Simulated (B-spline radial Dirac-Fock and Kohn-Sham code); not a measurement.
How the settings move the core levels of Er²⁺

ΔSCF core binding energies without Breit or QED terms, calculated with a radial finite-basis atomic code. Keys: rel is the Hamiltonian (dirac, or spin-free x2c and nr, where L3 and M5 stand for the whole 2p and 3d shells), method is hf or an exchange,correlation pair (spin-unpolarised, also for the hole states), nuc the nuclear model, radius_factor scales its radius, rmax is the box in bohr, h the logarithmic mesh step, order the B-spline order, points the quadrature points per cell, c_factor scales the speed of light, and damp, ndamp, maxit and tol steer the iteration. The run stops when the commutator error falls below 10·tol·max(1, Z/10), or the numerical noise floor, and the energy has settled to about 1e-8 Ha; the virial ratio is −V/T.

Base input:

```json
{"items": [{"Z": 68, "q": 2, "cfg": [[1, 0, 2], [2, 0, 2], [2, 1, 6], [3, 0, 2], [3, 1, 6], [3, 2, 10], [4, 0, 2], [4, 1, 6], [4, 2, 10], [4, 3, 12], [5, 0, 2], [5, 1, 6]], "A": 166, "rrms": 5.2516, "do": "settings", "holes": ["K", "L3", "M5"],
  "settings": [{"rel": "dirac", "method": "hf", "nuc": "fermi", "radius_factor": 1.0, "rmax": 45.0, "h": 0.3, "order": 8, "points": 10, "c_factor": 1.0, "maxit": 60, "damp": 0.5, "ndamp": 3, "tol": 1e-08}]}]}
```

The ground state converged in 11 iterations, with total energy -13091.64195 Ha, virial ratio 1.90635 and highest orbital energy -26.91 eV. ΔSCF binding energies: K (1s) 57761.5 eV, L3 (2p3/2) 8393.4 eV, M5 (3d5/2) 1427.4 eV.

Changes from the base run:

```
                             changed setting  Δ total energy (Ha)  Δ K (eV)  Δ L3 (eV)  Δ M5 (eV)  iterations
                                  damp = 0.2              0.00000      0.00       0.00       0.00          14
     method = "lda,"; rmax = 30.0; order = 6             +9.05380    -14.08     -37.05      -9.80          12
radius_factor = 1.2; h = 0.5; c_factor = 1.5           +349.49301  -2300.22     -12.75     +17.37          11
                             method = "lda,"                    ?         ?          ?          ?           ?
                                 rmax = 30.0              0.00000      0.00       0.00       0.00          11
                                 tol = 1e-06              0.00000      0.00       0.00       0.00           9
                               nuc = "gauss"             -0.00814     +0.09       0.00       0.00          11
```

Q: What does the change method = "lda," do?

A: The total energy moves by +9.05310 Ha and the binding energies by K -14.08 eV, L3 -37.05 eV, M5 -9.80 eV; the run takes 12 iterations.
